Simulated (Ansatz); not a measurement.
H8O2Si3, SMILES `O[SiH2][SiH2]O[SiH3]`. The species carries charge 0 and has multiplicity 1.

Cartesian coordinates in Å:
```
O 0.970 1.179 -1.703
Si 0.134 1.889 -0.464
Si 0.079 0.493 1.431
O -0.473 -1.001 1.002
Si -0.391 -2.157 -0.144
H 0.610 0.364 -2.059
H 0.846 3.157 -0.161
H -1.263 2.219 -0.877
H 1.437 0.351 2.029
H -0.833 1.028 2.477
H -0.440 -1.531 -1.500
H -1.551 -3.065 0.003
H 0.876 -2.924 -0.033
```

Problem. What are the harmonic wavenumbers in cm⁻¹ at PBE0-D4/def2-TZVP (Ansatz, finite differences of forces, unscaled)? (An estimate is asked.)

Solution. The calculation gave: 24, 45, 81, 103, 128, 220, 263, 404, 424, 558, 607, 713, 721, 734, 747, 827, 834, 893, 910, 932, 951, 955, 958, 994, 1112, 2179, 2183, 2199, 2214, 2231, 2235, 2253, 3899.

Problem. Is this a minimum?

Solution. Yes, all 33 modes are real.

Problem. Give the ideal-gas thermochemistry at 298.15 K and 1 bar (rigid rotor, harmonic oscillator; point group C1, symmetry number 1).

Solution. Zero-point energy 206.5 kJ/mol; H(298) − E = 234.2 kJ/mol; entropy 415.0 J/(mol·K), of which translation 169.0, rotation 119.4, vibration 126.6; G(298) − E = 110.4 kJ/mol. Modes under 100 cm⁻¹ are hindered rotations or soft bends, so the harmonic entropy is rough.
